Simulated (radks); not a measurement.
Q: As+, 32 electrons, occupied as [Ar] 3d9 4s2 4p2 4d1 (not the ground configuration). Calculated with a radial shooting solver on a logarithmic mesh with Libxc functionals: Dirac Kohn-Sham, BLYP, spin-unpolarised, spherical densities, point nucleus; open shells fill j = l - 1/2 first. Some entries of the table are withheld. Estimate them.

| orbital | occ. | eigenvalue (Ry) | <r^2> (bohr^2) | <1/r> (bohr^-1) |
|---|---|---|---|---|
| 1s1/2 | 2 | (1) | 0.002786 | 33.47 |
| 2s1/2 | 2 | -111.3507 | 0.04843 | 7.416 |
| 2p1/2 | 2 | -99.72140 | 0.03745 | 7.380 |
| 2p3/2 | 4 | -97.03271 | 0.03893 | 7.166 |
| 3s1/2 | 2 | -15.85049 | 0.4058 | 2.414 |
| 3p1/2 | 2 | -11.93601 | (2) | 2.296 |
| 3p3/2 | 4 | -11.55727 | (3) | 2.245 |
| 3d3/2 | 4 | -4.84939 | 0.5231 | 1.972 |
| 3d5/2 | 5 | -4.79232 | 0.5296 | 1.959 |
| 4s1/2 | 2 | -2.13731 | 3.486 | (4) |
| 4p1/2 | 2 | -1.32323 | 4.918 | 0.6369 |
| 4p3/2 | 0 | -1.29030 | 5.076 | 0.6256 |
| 5s1/2 | 0 | (5) | 25.30 | 0.2726 |
| 4d3/2 | 1 | (6) | (7) | 0.3342 |
| 4d5/2 | 0 | (8) | (9) | 0.3327 |
| 5p1/2 | 0 | -0.31772 | 39.30 | 0.2194 |
| 5p3/2 | 0 | -0.31326 | 40.21 | 0.2168 |

A: 
(1) 1s1/2 eigenvalue (Ry): -863.3377
(2) 3p1/2 <r^2> (bohr^2): 0.4267
(3) 3p3/2 <r^2> (bohr^2): 0.4411
(4) 4s1/2 <1/r> (bohr^-1): 0.7596
(5) 5s1/2 eigenvalue (Ry): -0.47282
(6) 4d3/2 eigenvalue (Ry): -0.36576
(7) 4d3/2 <r^2> (bohr^2): 17.94
(8) 4d5/2 eigenvalue (Ry): -0.36426
(9) 4d5/2 <r^2> (bohr^2): 18.09
